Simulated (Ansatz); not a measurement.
def2 core potentials replace the inner electrons of Sb.

Cartesian coordinates (Å):
SMILES: [OH][Sb]([OH])[CH]1CCCC1
```xyz
19

O      2.1779     2.0451     1.2557
Sb     2.2945     0.0806     0.8446
O      3.0834     0.1668    -1.0025
C      0.3101     0.1495    -0.0083
C     -0.1216    -1.1203    -0.7501
C     -1.6474    -0.9389    -0.9326
C     -2.1003     0.0276     0.2011
C     -0.8214     0.3708     1.0013
H      2.9037     2.3178     1.8346
H      4.0325    -0.0202    -0.9791
H      0.3722     1.0003    -0.7081
H      0.4211    -1.2631    -1.6956
H      0.0752    -2.0096    -0.1233
H     -2.1799    -1.9019    -0.9016
H     -1.8563    -0.4941    -1.9178
H     -2.5294     0.9453    -0.2302
H     -2.8783    -0.4132     0.8433
H     -0.7136    -0.3302     1.8496
H     -0.8223     1.3878     1.4190
```
Charge 0, multiplicity 1.

Predict the vertical ionisation energy (Delta-SCF), HOMO–LUMO gap, dipole moment, LUMO and total energy from PBE0-D3(BJ)/def2-TZVP // B3LYP-D3(BJ)/def2-SVP run with Ansatz (a first-principles code).


```yaml
vertical ionisation energy (Delta-SCF): 8.66 eV
HOMO–LUMO gap: 6.05 eV
dipole_moment: 2.34 D
LUMO: -0.83 eV
total_energy: -587.6509 Ha
```
